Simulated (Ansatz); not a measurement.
Gas-phase electronic energies from Ansatz, PBE0-D4/def2-TZVP geometries. CBS: MP2 limit from def2 TZ/QZ plus the TZ coupled-cluster correction, frozen cores. For Br outer-core shells are correlated without core-valence functions, which leaves a few kJ/mol of doubt a bond. Scalar relativity is left out up to krypton. One conformer a species, not always the lowest.

Consider the ligand exchange at the Si–N bond: `CN(C)[Si]F` + HBr → `F[Si]Br` + `CNC`.

```json
{"species": "`CN(C)[Si]F`", "CCSD(T)/CBS(def2) energy (Eh)": "-523.34250"}
{"species": "HBr", "CCSD(T)/CBS(def2) energy (Eh)": "-2573.91920"}
{"species": "`F[Si]Br`", "CCSD(T)/CBS(def2) energy (Eh)": "-2962.26094"}
{"species": "`CNC`", "CCSD(T)/CBS(def2) energy (Eh)": "-135.00321"}
```

(1) Work out ΔE.

Largest T1 diagnostic among the species: 0.013.

## Answers

(1) ΔE = (-2962.26094) + (-135.00321) − (-523.34250) − (-2573.91920) = -0.00245 Eh = -6.4 kJ/mol.

At CCSD(T), def2-SVP lies +12.0 kJ/mol from the extrapolated value and def2-TZVPP +5.1 kJ/mol. Leaving LDA and LC-ωPBE aside and taking each functional with its dispersion term where it has one, the values, not all of them listed here, spread over 8.9 kJ/mol, from HSE06-D4 to CAM-B3LYP-D4. LDA lies +17.7 kJ/mol from PBE without D4. The D4 term adds +7.6 kJ/mol with B3LYP and +4.2 kJ/mol with PBE0; it sums over pairs of atoms, weighted by their polarisabilities, and B3LYP, whose exchange is more repulsive, gets the larger term.

B3LYP here is the variant with VWN-RPA as its local correlation; programs differ in this.
